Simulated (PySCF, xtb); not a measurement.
stibine cation (H3Sb), SMILES [SbH3] (connectivity only; charge and spin as stated), charge +1, multiplicity 2.

Harmonic wavenumbers (cm⁻¹) from xtb with GFN2-xTB at its own minimum, in rising order: 603, 634, 635, 1566, 1688, 1689.

What does PBE-D3(BJ)/def2-TZVPD in PySCF give at its own minimum? (Estimate from the structure and the level; the computed values follow.)

640, 720, 720, 1940, 2009, 2009. Paired by order, the mean absolute difference is 204 cm⁻¹ and the zero-point energies are 9.7 and 11.5 kcal/mol.
